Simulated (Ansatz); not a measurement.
`[OH][GeH]([Cl])[Cl]` + CH₃OH → `C[O][GeH]([OH])[Cl]` + HCl  (ligand exchange at a Ge–Cl bond)

Program: Ansatz. Geometries: PBE0-D4/def2-TZVP. ΔE: electronic, gas phase. CCSD(T)/CBS adds triple-zeta CCSD(T) − MP2 to the extrapolated MP2 energy (def2 sets, frozen cores). This one scheme is used for every species. DFT in def2-TZVPP. For Ge outer-core shells are correlated without core-valence functions, which leaves a few kJ/mol of doubt a bond. Scalar relativity is left out up to krypton. One conformer a species, not always the lowest.

`[OH][GeH]([Cl])[Cl]`:

```xyz
6

O     0.801    0.004   -1.204
Ge    0.025   -0.225    0.350
Cl   -2.021   -0.769    0.062
Cl    0.027    1.618    1.433
H     0.385    0.681   -1.745
H     0.783   -1.308    1.104
```

CH₃OH:

Cartesian coordinates in Å:
```
C -0.056 -0.072 0.344
O -0.234 0.588 -0.888
H -0.742 0.388 1.056
H 0.964 0.039 0.734
H -0.294 -1.141 0.285
H 0.362 0.199 -1.531
```

`C[O][GeH]([OH])[Cl]`:

Cartesian coordinates in Å:
```
C 1.435 -0.779 -0.308
O 0.574 -0.086 0.573
Ge -1.102 0.226 0.144
O -1.724 1.321 1.359
Cl -1.097 1.162 -1.795
H 1.106 -1.812 -0.471
H 2.424 -0.804 0.153
H 1.513 -0.278 -1.278
H -1.993 -1.012 0.099
H -1.135 2.062 1.525
```

HCl:

```xyz
2

Cl    0.633   -0.080   -0.037
H    -0.633    0.080    0.037
```

CCSD(T)/CBS gives +29.5 kJ/mol.

(1) Another level gave +37.4 kJ/mol. Which?
A. revPBE/def2-TZVPP
B. ωB97X-V/def2-TZVPP
C. PBE-D4/def2-TZVPP
D. CCSD/def2-TZVPP

(2) What do rigid-rotor, harmonic-oscillator terms from PBE0-D4/def2-TZVP frequencies (298.15 K, 1 bar) make of the CCSD(T)/CBS value? (Estimate.)

Largest T1 diagnostic among the species: 0.011.

## Answers

(1) C. PBE-D4 37.4, ωB97X-V 31.9, revPBE 42.6, CCSD/def2-TZVPP 27.3 kJ/mol.

(2) The calculation gave: ΔZPE = -10.2 kJ/mol, ΔH = +21.6 kJ/mol, ΔS = -15 J/(mol·K), ΔG = +26.1 kJ/mol.

At CCSD(T), def2-SVP lies −6.8 kJ/mol from the extrapolated value and def2-TZVPP −3.2 kJ/mol. Leaving LDA and LC-ωPBE aside and taking each functional with its dispersion term where it has one, the values, not all of them listed here, spread over 9.5 kJ/mol, from CAM-B3LYP-D4 to HSE06-D4. LDA lies −8.0 kJ/mol from PBE without D4. In def2-TZVPP, CCSD(T) changes the Hartree–Fock value by −10.3 kJ/mol (the triples alone add −1.0 kJ/mol) and MP2 by −8.3 kJ/mol.
